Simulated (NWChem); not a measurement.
System: BaCl2 cation, doublet; SMILES of the neutral closed-shell parent [Cl][Ba][Cl]

The following NWChem deck was run.

```
start job
memory heap 200 mb stack 900 mb global 1100 mb
charge 1
geometry units angstroms noautoz
  Ba     0.000000     0.000000    -0.989639
  Cl     0.000000     1.336256     1.522839
  Cl     0.000000    -1.336256     1.522839
end
basis spherical
  * library def2-svpd
end
ecp
  Ba library def2-ecp
end
dft
  odft
  mult 2
  xc bhlyp
  iterations 150
end
tddft
  cis
  nroots 8
end
task tddft energy
```

Output (shortened):

```
             Northwest Computational Chemistry Package (NWChem) 7.3.0
             --------------------------------------------------------

 C2V symmetry detected

                             Geometry "geometry" -> ""
                             -------------------------

 Output coordinates in angstroms (scale by  1.889725989 to convert to a.u.)

  No.       Tag          Charge          X              Y              Z
 ---- ---------------- ---------- -------------- -------------- --------------
    1 Ba                  56.0000     0.00000000     0.00000000    -0.94915836
    2 Cl                  17.0000     0.00000000     1.33625600     1.56331964
    3 Cl                  17.0000     0.00000000    -1.33625600     1.56331964

 Effective nuclear repulsion energy (a.u.)     411.2833205645

      Symmetry information
      --------------------

 Group name             C2v
 Group number             16
 Group order               4
 No. of unique centers     2

                                 NWChem DFT Module
                                 -----------------

 Summary of "ao basis" -> "ao basis" (spherical)
 ------------------------------------------------------------------------------
       Tag                 Description            Shells   Functions and Types
 ---------------- ------------------------------  ------  ---------------------
 Ba                        def2-svpd                10       26   4s4p2d
 Cl                        def2-svpd                11       27   5s4p2d

      Symmetry analysis of basis
      --------------------------

        a1         31
        a2         10
        b1         14
        b2         25

            General Information
            -------------------
          SCF calculation type: DFT
          Wavefunction type:  spin polarized.
          No. of atoms     :     3
          No. of electrons :    43
           Alpha electrons :    22
            Beta electrons :    21
          Charge           :     1
          Spin multiplicity:     2
          Use of symmetry is: off; symmetry adaption is: on
          Maximum number of iterations: 150
          AO basis - number of functions:    80
                     number of shells:    32
          Convergence on energy requested:  1.00D-06
          Convergence on density requested:  1.00D-05
          Convergence on gradient requested:  5.00D-04

              XC Information
              --------------
                        BHLYP Method XC Functional
                     Hartree-Fock (Exact) Exchange  0.500
                        Slater Exchange Functional  0.500 local
                    Becke 1988 Exchange Functional  0.500 non-local
              Lee-Yang-Parr Correlation Functional  1.000

             Grid Information
             ----------------
          Grid used for XC integration:  medium
          Radial quadrature: Mura-Knowles
          Angular quadrature: Lebedev.
          Tag              B.-S. Rad. Rad. Pts. Rad. Cut. Ang. Pts.
          ---              ---------- --------- --------- ---------
          Ba                  2.15      123          14.0       590
          Cl                  1.00       88          14.0       590
          Grid pruning is: on
          Number of quadrature shells:   299
          Spatial weights used:  Erf1

      Superposition of Atomic Density Guess
      -------------------------------------

 Sum of atomic energies:        -946.14335974

 Renormalizing density from      44.00 to     43

      Non-variational initial energy
      ------------------------------

 Total energy =    -930.389410
 1-e energy   =   -1514.784765
 2-e energy   =     463.946354
 HOMO         =      -0.708210
 LUMO         =      -0.281850

   Symmetry analysis of molecular orbitals - initial alpha
   -------------------------------------------------------

  Numbering of irreducible representations:

     1 a1          2 a2          3 b1          4 b2

  Orbital symmetries:

     1 b2          2 a1          3 a1          4 b2          5 a1
     6 b2          7 a1          8 b2          9 b1         10 a2
    11 a1         12 a1         13 b2         14 a1         15 b2
    16 b1         17 a1         18 b1         19 a1         20 b2
    21 a2         22 b2         23 a1         24 b1         25 a1
    26 a2         27 a1         28 b2         29 b1         30 a1
    31 b2         32 b1

   Symmetry analysis of molecular orbitals - initial beta
   ------------------------------------------------------

  Numbering of irreducible representations:

[...]

                                NWChem TDDFT Module
                                -------------------

            General Information
            -------------------
           No. of orbitals :     160
            Alpha orbitals :      80
             Beta orbitals :      80
        Alpha frozen cores :       0
         Beta frozen cores :       0
     Alpha frozen virtuals :       0
      Beta frozen virtuals :       0
         Spin multiplicity :       2
    Number of AO functions :      80
        Use of symmetry is : off
      Symmetry adaption is : on
         Schwarz screening :  0.10D-07

              XC Information
              --------------
                 BHLYP Method XC Functional
              Hartree-Fock (Exact) Exchange   0.50
                 Slater Exchange Functional   0.50 local
             Becke 1988 Exchange Functional   0.50 non-local
       Lee-Yang-Parr Correlation Functional   1.00

             TDDFT Information
             -----------------
          Calculation type : Tamm-Dancoff TDDFT
         Wavefunction type : Unrestricted
          No. of electrons :      43
           Alpha electrons :      22
            Beta electrons :      21
              No. of roots :       8
          Max subspacesize :    5600
            Max iterations :     100
               Target root :       1
           Target symmetry : none
      Symmetry restriction : off
                 Algorithm : Optimal
        Davidson threshold :  0.10D-03

    8 smallest eigenvalue differences (eV)
--------------------------------------------------------
  No. Spin  Occ  Vir  Irrep   E(Occ)    E(Vir)   E(Diff)
--------------------------------------------------------
    1    2   21   22 a2       -0.500    -0.282     5.915
    2    2   20   22 a1       -0.517    -0.282     6.378
    3    2   19   22 b2       -0.523    -0.282     6.552
    4    2   18   22 b1       -0.534    -0.282     6.859
    5    2   17   22 a1       -0.543    -0.282     7.106
    6    1   22   23 a1       -0.493    -0.211     7.677
    7    2   21   23 b1       -0.500    -0.211     7.862
    8    1   21   23 b1       -0.511    -0.211     8.152
--------------------------------------------------------

  Entering Davidson iterations
  Unrestricted

  Iter   NTrls   NConv    DeltaV     DeltaE      Time
  ----  ------  ------  ---------  ---------  ---------
    1      8       0     0.18E+00   0.10+100       11.9
    2     16       0     0.32E-01   0.44E-01       12.7
    3     24       0     0.62E-02   0.13E-02       10.1
    4     32       0     0.18E-02   0.48E-04        7.3
    5     40       3     0.74E-03   0.11E-04        7.0
    6     45       5     0.38E-03   0.27E-05        5.1
    7     48       8     0.88E-04   0.38E-06        3.7
  ----  ------  ------  ---------  ---------  ---------
  Convergence criterion met

  Ground state b2       -945.377040641624 a.u.
  <S2> =   0.7592

  ----------------------------------------------------------------------------
  Root   1         a2             0.059436124 a.u.                1.6173 eV
  <S2> =   0.7669
  ----------------------------------------------------------------------------
     Transition Moments    X  0.06840   Y -0.00000   Z  0.00000
     Dipole Oscillator Strength                    0.0001853726
     Electric Quadrupole                           0.0000000000
     Magnetic Dipole                               0.0000000283
     Total Oscillator Strength                     0.0001854009

     Occ.   21 beta  a2  ---  Virt.   22 beta  b2      -0.99363
  ----------------------------------------------------------------------------
  Root   2         b2             0.085736974 a.u.                2.3330 eV
  <S2> =   0.7679
  ----------------------------------------------------------------------------
     Transition Moments    X -0.00000   Y -0.00000   Z -0.00856
     Dipole Oscillator Strength                    0.0000041926
     Electric Quadrupole                           0.0000000001
     Magnetic Dipole                               0.0000000000
     Total Oscillator Strength                     0.0000041927

     Occ.   19 beta  b2  ---  Virt.   22 beta  b2       0.99319
  ----------------------------------------------------------------------------
  Root   3         b1             0.094607973 a.u.                2.5744 eV
  <S2> =   0.7707
  ----------------------------------------------------------------------------
     Transition Moments    X  0.00000   Y  0.00000   Z  0.00000
     Dipole Oscillator Strength                    0.0000000000
     Electric Quadrupole                           0.0000000019
     Magnetic Dipole                               0.0000004546
     Total Oscillator Strength                     0.0000004565

     Occ.   18 beta  b1  ---  Virt.   22 beta  b2       0.99217
  ----------------------------------------------------------------------------
  Root   4         a1             0.100463748 a.u.                2.7338 eV
  <S2> =   0.7672
  ----------------------------------------------------------------------------
     Transition Moments    X  0.00000   Y  0.38432   Z  0.00000
     Dipole Oscillator Strength                    0.0098922648
     Electric Quadrupole                           0.0000000009
     Magnetic Dipole                               0.0000004723
     Total Oscillator Strength                     0.0098927379

[...]
```

Level: BHandHLYP/def2-SVPD with def2 effective core potentials on Ba, spin-unrestricted, TDA. In the optimisation the excess spin sits in b2 (C2v, its own frame). The geometry was optimised at PBE0/def2-SVP, spin-unrestricted. The spin multiplicity was typed, not searched, and may not be the lowest. No stability test was run on the SCF state. def2 effective core potentials on Ba; no spin-orbit coupling.
